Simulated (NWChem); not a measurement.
System: SiH$_{3}$TeOI; SMILES [SiH3]O[Te]I

Input file for NWChem:

```
start job
memory heap 200 mb stack 900 mb global 1100 mb
geometry units angstroms noautosym nocenter noautoz
  Te     0.974754     0.639998    -0.108164
  I     -0.225687    -1.784376    -0.019407
  O     -0.441064     1.772238     0.702854
  Si    -1.804697     2.308544    -0.124102
  H     -1.414883     3.070683    -1.349712
  H     -2.535594     3.196763     0.822247
  H     -2.669996     1.158216    -0.522355
end
basis spherical
  * library def2-svpd
end
ecp
  Te library def2-ecp
  I library def2-ecp
end
dft
  xc xpbe96 cpbe96
  iterations 150
end
property
  response 1 0.0
end
task dft property
```

The geometry was optimised at PBE0/def2-SVP. Not confirmed as a minimum by frequencies. def2 effective core potentials on Te, I; no spin-orbit coupling.

Static field.

Task: Predict the main results of this run. (PBE/def2-SVPD with def2 effective core potentials on Te, I.) Quantities: isotropic polarisability (bohr³); anisotropy (bohr³).

Result: The isotropic polarisability (bohr³) is 113.6 and the anisotropy (bohr³) is 49.6.
